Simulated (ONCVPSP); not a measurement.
# Reading a pseudo-wave (nitrogen (N))

Columns: radius, all-electron u(r) and pseudo u(r) of the 2p shell (level -7.16 eV) of nitrogen in the configuration [He] 2s2 2p3; PW91, scalar-relativistic, ONCV scheme, ONCVPSP 4.0.1.

```csv
r (bohr),all-electron,pseudo
0.130,0.1122,0.0277
0.260,0.3041,0.1065
0.390,0.4791,0.2252
0.520,0.6123,0.3673
0.650,0.7031,0.5138
0.780,0.7563,0.6470
0.910,0.7789,0.7525
1.040,0.7786,0.8218
1.170,0.7621,0.8523
1.300,0.7347,0.8474
1.430,0.7004,0.8140
1.560,0.6620,0.7614
1.690,0.6218,0.6989
1.820,0.5810,0.6344
1.950,0.5406,0.5732
2.080,0.5015,0.5185
2.210,0.4639,0.4711
2.340,0.4282,0.4303
2.470,0.3946,0.3948
2.600,0.3630,0.3630
2.730,0.3337,0.3337
2.860,0.3064,0.3064
2.990,0.2812,0.2812
3.120,0.2580,0.2580
3.250,0.2366,0.2366
3.380,0.2170,0.2170
```

How many radial nodes do the two functions have?

The all-electron 2p function has n − l − 1 = 0; the pseudo-wave has 0.

At about which radius was the pseudo-wave matched?

2.60 bohr, where the columns begin to agree (steps of 0.13 bohr).

Where does each function peak?

Outermost all-electron maximum near 0.91 bohr, pseudo maximum near 1.17 bohr (to the table’s step).

Is the pseudo-wave norm-conserving?

Yes: the ONCV scheme keeps the norm inside the radius equal to the all-electron one, which fixes the energy derivative of the logarithmic derivative at the level.
